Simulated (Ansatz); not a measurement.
A run on C$_{2}$H$_{11}$NSi$_{2}$, SMILES `C[SiH2]N(C)[SiH3]` with other settings.

```yaml
crystal:
  periodic: [false, false, false]
  atoms:
    - {symbol: C, position_ang: [-0.214966, 0.547106, -2.294279]}
    - {symbol: Si, position_ang: [-0.925575, 0.650467, -0.570766]}
    - {symbol: N, position_ang: [0.060737, -0.162074, 0.595466]}
    - {symbol: C, position_ang: [0.164289, -1.615831, 0.493730]}
    - {symbol: Si, position_ang: [0.788728, 0.566957, 1.977259]}
    - {symbol: H, position_ang: [-0.877683, 1.048129, -3.005438]}
    - {symbol: H, position_ang: [-0.101997, -0.489115, -2.622637]}
    - {symbol: H, position_ang: [0.764915, 1.027731, -2.340761]}
    - {symbol: H, position_ang: [-2.289550, 0.042536, -0.593757]}
    - {symbol: H, position_ang: [-1.036872, 2.068220, -0.139697]}
    - {symbol: H, position_ang: [0.008734, -1.952046, -0.535706]}
    - {symbol: H, position_ang: [-0.572222, -2.129194, 1.123283]}
    - {symbol: H, position_ang: [1.160266, -1.960885, 0.791162]}
    - {symbol: H, position_ang: [0.131183, 0.152058, 3.251065]}
    - {symbol: H, position_ang: [2.214499, 0.141766, 2.072502]}
    - {symbol: H, position_ang: [0.702612, 2.041574, 1.842974]}
basis:
  gaussian: {orbitals: def2-mTZVP}
hamiltonian: {xc: {name: SVWN5}}
output: {forces: true}
```

```sh
$ ansatz run in.yaml --threads 2 --pin off --events-out ev --progress --plain --max-ram 32768MiB --backend cpu
```

Output, abridged:

```
Functional definition: SVWN5
1418 factors; their error is unknown
mean field evaluation 1: about -19383.7375 eV, gradient 9.6e1 eV
mean field evaluation 2: about -19316.8439 eV, gradient 1.8e2 eV
mean field evaluation 4: about -19402.9852 eV, gradient 1.9e1 eV
mean field evaluation 8: about -19403.7835 eV, gradient 2.2e-1 eV
mean field evaluation 16: about -19403.7244 eV, gradient 6.1e-4 eV
mean field -19403.72441591 eV, -713.0737199680 hartree, gradient 4.1e-5 eV, S^2 0.000000; 0 other end points of the search recorded, 0 dependent functions left out
reference -19403.72446518 eV, -713.0737217785 hartree; 29, 29 occupied and 105, 105 virtual orbitals, 1418 factors
Total energy: -19403.72446518 eV, -713.0737217785 hartree
Atom 0 at    -0.214966     0.547106    -2.294279 Å, force    -0.163026     0.016078     0.419478 eV/Å
Atom 1 at    -0.925575     0.650467    -0.570766 Å, force     0.151341    -0.058844    -0.202575 eV/Å
Atom 2 at     0.060737    -0.162074     0.595466 Å, force     0.052254    -0.254063    -0.057630 eV/Å
Atom 3 at     0.164289    -1.615831     0.493730 Å, force    -0.064519     0.601501     0.071682 eV/Å
Atom 4 at     0.788728     0.566957     1.977259 Å, force    -0.063014    -0.069876    -0.059087 eV/Å
Atom 5 at    -0.877683     1.048129    -3.005438 Å, force    -0.161947     0.119720    -0.213307 eV/Å
Atom 6 at    -0.101997    -0.489115    -2.622637 Å, force     0.038449    -0.278279    -0.117585 eV/Å
Atom 7 at     0.764915     1.027731    -2.340761 Å, force     0.254867     0.122452    -0.026265 eV/Å
Atom 8 at    -2.289550     0.042536    -0.593757 Å, force    -0.182564    -0.089147    -0.005636 eV/Å
Atom 9 at    -1.036872     2.068220    -0.139697 Å, force     0.000329     0.186333     0.078881 eV/Å
Atom 10 at     0.008734    -1.952046    -0.535706 Å, force    -0.036211    -0.109460    -0.315415 eV/Å
Atom 11 at    -0.572222    -2.129194     1.123283 Å, force    -0.215330    -0.156014     0.185513 eV/Å
Atom 12 at     1.160266    -1.960885     0.791162 Å, force     0.296156    -0.107484     0.075887 eV/Å
Atom 13 at     0.131183     0.152058     3.251065 Å, force    -0.077500    -0.053672     0.185230 eV/Å
Atom 14 at     2.214499     0.141766     2.072502 Å, force     0.193423    -0.067646     0.013003 eV/Å
Atom 15 at     0.702612     2.041574     1.842974 Å, force    -0.022708     0.198401    -0.032174 eV/Å
Dipole moment:     0.056113    -0.167813    -0.163442 e Å
```

Hardware: 2 threads of an AMD EPYC 7R13 on a shared host. Wall time 1.7 s, peak host memory 0.21 GiB.
